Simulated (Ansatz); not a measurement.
`[NH]=[Nb]([OH])([Cl])[Cl]`. The species carries charge 0 and has multiplicity 1. Nb takes the def2 core potential. The structure was optimised at the PBE0-D4/def2-TZVP level. It is one conformer, not always the lowest.

```xyz
7

N    -0.272   -0.431    1.318
Nb   -0.228   -0.143   -0.388
O     1.138    1.101   -0.716
Cl    0.234   -2.145   -1.422
Cl   -2.271    0.719   -1.001
H    -0.334   -0.630    2.305
H     1.732    1.529   -0.096
```

Q: What is the dipole moment at r2SCAN/def2-TZVPP? (An estimate is asked.)

A: Ansatz gave: 3.10 D, with components (1.75, 1.20, 2.25) D in this frame, pointing from negative to positive charge.

Q: And with PBE, B3LYP, ωB97M-V? (Best estimate.)

A: The calculation gave: PBE 3.04 D, B3LYP 3.06 D, ωB97M-V 3.14 D.

Q: Give the Mulliken charges with r2SCAN, ωB97M-V, B3LYP in def2-TZVPP. (Estimate.)

A: The calculation gave: 
```
atom  r2SCAN  ωB97M-V  B3LYP
  N1   -0.62    -0.55  -0.61
 Nb2    1.37     1.26   1.36
  O3   -0.49    -0.46  -0.48
 Cl4   -0.33    -0.29  -0.33
 Cl5   -0.33    -0.29  -0.33
  H6    0.18     0.14   0.17
  H7    0.23     0.21   0.22
```

B3LYP here is the variant with VWN-RPA as its local correlation; programs differ in this.
